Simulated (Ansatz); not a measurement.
Isolated molecules relaxed with PBE0-D4/def2-TZVP in Ansatz; ΔE leaves out vibrations. CCSD(T)/CBS is the MP2 limit (def2-TZVPP, def2-QZVPP) plus CCSD(T) − MP2 in def2-TZVPP, frozen cores. This one scheme is used for every species. DFT in def2-TZVPP. B3LYP here is the variant with VWN-RPA as its local correlation; programs differ in this. Each species was taken in one conformer, which may not be the lowest.

Reaction (formal exchange of groups at a C–Al bond): `C[CH]([AlH2])[AlH][SiH3]` + ethane → `CC[CH](C)[AlH2]` + `[AlH2][SiH3]`

```
             level  ΔE (kJ/mol)  difference from CCSD(T)/CBS
            PBE-D4         69.1                          3.2
           PBE0-D4         67.0                          1.1
           ωB97X-V         61.0                         -4.9
            B2PLYP         67.9                          2.0
               PBE         70.1                          4.2
            r2SCAN         71.4                          5.5
              PBE0         67.5                          1.6
             B3LYP         68.4                          2.5
     HF/def2-TZVPP         58.0                         -7.9
   CCSD/def2-TZVPP         62.8                         -3.1
CCSD(T)/def2-TZVPP         64.5                         -1.4
    MP2/def2-QZVPP         67.9                          2.0
SCS-MP2/def2-QZVPP         64.7                         -1.2
      HF/CBS(def2)         58.1                         -7.8
     MP2/CBS(def2)         68.5                          2.6
    CCSD/CBS(def2)         64.2                         -1.7
       CCSD(T)/CBS         65.9                            0
```

Largest T1 diagnostic among the species: 0.012.

In def2-TZVPP, CCSD(T) changes the Hartree–Fock value by +6.5 kJ/mol (the triples alone add +1.7 kJ/mol) and MP2 by +9.1 kJ/mol.
